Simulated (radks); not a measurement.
Q: The iodine ion I3+, configuration [Kr] 4d10 5s2 5p2. Method: Dirac Kohn-Sham, SOGGA, spin-unpolarised, spherical densities, point nucleus; open shells are shared between the two j in proportion to 2j + 1; computed with a radial shooting solver on a logarithmic mesh with Libxc functionals. Some entries of the table are withheld. Estimate them.

| orbital | occ. | eigenvalue (hartree) | <r> (bohr) | <r^2> (bohr^2) |
|---|---|---|---|---|
| 1s1/2 | 2 | -1211.887 | 0.02723 | 0.001005 |
| 2s1/2 | 2 | -188.1946 | 0.1168 | (1) |
| 2p1/2 | 2 | -176.6690 | 0.09849 | 0.01193 |
| 2p3/2 | 4 | -165.6984 | 0.1042 | 0.01322 |
| 3s1/2 | 2 | -38.92797 | 0.3139 | 0.1128 |
| 3p1/2 | 2 | -34.16148 | 0.3041 | (2) |
| 3p3/2 | 4 | -32.09701 | 0.3157 | (3) |
| 3d3/2 | 4 | -23.69185 | 0.2865 | 0.09726 |
| 3d5/2 | 6 | -23.25758 | 0.2902 | 0.09961 |
| 4s1/2 | 2 | -7.80534 | 0.7397 | 0.6184 |
| 4p1/2 | 2 | -6.14091 | 0.7722 | 0.6796 |
| 4p3/2 | 4 | -5.73711 | 0.8003 | 0.7299 |
| 4d3/2 | 4 | -3.05816 | 0.9097 | 0.9671 |
| 4d5/2 | 6 | -2.99455 | 0.9208 | 0.9907 |
| 5s1/2 | 2 | -1.70549 | 1.828 | 3.743 |
| 5p1/2 | 0.666667 | -1.29514 | 2.062 | 4.781 |
| 5p3/2 | 1.33333 | -1.24139 | 2.131 | 5.103 |

A: 
(1) 2s1/2 <r^2> (bohr^2): 0.01614
(2) 3p1/2 <r^2> (bohr^2): 0.1075
(3) 3p3/2 <r^2> (bohr^2): 0.1156
